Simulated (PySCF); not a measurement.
F, charge +1, triplet; CCSD(T)/def2-SVP in PySCF.

Input for PySCF:
```python
from pyscf import gto, scf, cc

mol = gto.Mole()
mol.atom = '''
    F     0.00000000    0.00000000    0.00000000
'''
mol.basis = 'def2-svp'
mol.charge = 1
mol.spin = 2
mol.verbose = 4
mol.build()

mf = scf.UHF(mol)
mf.kernel()

mycc = cc.CCSD(mf)
mycc.kernel()
et = mycc.ccsd_t()
print('E(CCSD(T)) = %.10f' % (mycc.e_tot + et))
```

It wrote (shortened):

```
PySCF version 2.14.0

[INPUT] verbose = 4
[INPUT] num. atoms = 1
[INPUT] num. electrons = 8
[INPUT] charge = 1
[INPUT] spin (= nelec alpha-beta = 2S) = 2
[INPUT] symmetry False subgroup None
[INPUT] Mole.unit = angstrom
[INPUT] Symbol           X                Y                Z      unit          X                Y                Z       unit  Magmom
[INPUT]  1 F      0.000000000000   0.000000000000   0.000000000000 AA    0.000000000000   0.000000000000   0.000000000000 Bohr   0.0

nuclear repulsion = 0
number of shells = 6
number of NR pGTOs = 24
number of NR cGTOs = 14
basis = def2-svp
ecp = {}

******** <class 'pyscf.scf.uhf.UHF'> ********
method = UHF
initial guess = minao
damping factor = 0
level_shift factor = 0
DIIS = <class 'pyscf.scf.diis.CDIIS'>
diis_start_cycle = 1
diis_space = 8
diis_damp = 0
SCF conv_tol = 1e-09
SCF conv_tol_grad = None
SCF max_cycles = 50
direct_scf = True
direct_scf_tol = 1e-13
number electrons alpha = 5  beta = 3
Set gradient conv threshold to 3.16228e-05
init E= -98.9113963755293

cycle= 1 E= -98.5794867917559  delta_E= 0.332  |g|= 0.59  |ddm|= 0.837
cycle= 2 E= -98.6992534080684  delta_E= -0.12  |g|= 0.12  |ddm|= 0.447
cycle= 3 E= -98.7041020695691  delta_E= -0.00485  |g|= 0.0234  |ddm|= 0.0911
cycle= 4 E= -98.7044332499097  delta_E= -0.000331  |g|= 0.00466  |ddm|= 0.0271
cycle= 5 E= -98.7044485809558  delta_E= -1.53e-05  |g|= 0.000795  |ddm|= 0.00584
cycle= 6 E= -98.7044490192646  delta_E= -4.38e-07  |g|= 8.68e-05  |ddm|= 0.000948
cycle= 7 E= -98.7044490243523  delta_E= -5.09e-09  |g|= 5.69e-06  |ddm|= 9.86e-05
cycle= 8 E= -98.7044490243707  delta_E= -1.84e-11  |g|= 6.5e-07  |ddm|= 5.95e-06
Extra cycle  E= -98.7044490243709  delta_E= -1.85e-13  |g|= 1.72e-07  |ddm|= 5.28e-07
converged SCF energy = -98.7044490243709  <S^2> = 2.004447  2S+1 = 3.0029632

******** <class 'pyscf.cc.uccsd.UCCSD'> ********
CC2 = 0
CCSD nocc = (np.int64(5), np.int64(3)), nmo = (14, 14)
max_cycle = 50
direct = 0
conv_tol = 1e-07
conv_tol_normt = 1e-06
diis_space = 6
diis_start_cycle = 0
diis_start_energy_diff = 1e+09
Init t2, MP2 energy = -0.0963264520772144
Init E_corr(UCCSD) = -0.0963264520772264
cycle = 1  E_corr(UCCSD) = -0.107595880922492  dE = -0.0112694288  norm(t1,t2) = 0.0220342
cycle = 2  E_corr(UCCSD) = -0.109721236507239  dE = -0.00212535558  norm(t1,t2) = 0.00622371
cycle = 3  E_corr(UCCSD) = -0.110524965454487  dE = -0.000803728947  norm(t1,t2) = 0.00254555
cycle = 4  E_corr(UCCSD) = -0.110501837273792  dE = 2.31281807e-05  norm(t1,t2) = 0.000621776
cycle = 5  E_corr(UCCSD) = -0.110505762892468  dE = -3.92561868e-06  norm(t1,t2) = 9.09703e-05
cycle = 6  E_corr(UCCSD) = -0.110505478675202  dE = 2.84217267e-07  norm(t1,t2) = 1.40539e-05
cycle = 7  E_corr(UCCSD) = -0.110505619040052  dE = -1.4036485e-07  norm(t1,t2) = 2.06045e-06
cycle = 8  E_corr(UCCSD) = -0.110505609015665  dE = 1.0024387e-08  norm(t1,t2) = 3.95053e-07
UCCSD converged
E(UCCSD) = -98.81495463338655  E_corr = -0.1105056090156652
UCCSD(T) correction = -0.000839273238992738
E(CCSD(T)) = -98.8157939066
```
